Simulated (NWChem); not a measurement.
System: C4H2F2O; SMILES c1(c(F)coc1)F

All runs: NWChem. All runs use the structure optimised with PBE0/def2-SVP.

What does the run give for PBE0/cc-pVTZ? Quantities: highest occupied level (eV); orbital gap (eV); dipole (D).


```yaml
highest occupied level (eV): -6.97
orbital gap (eV): 6.92
dipole (D): 1.43
```
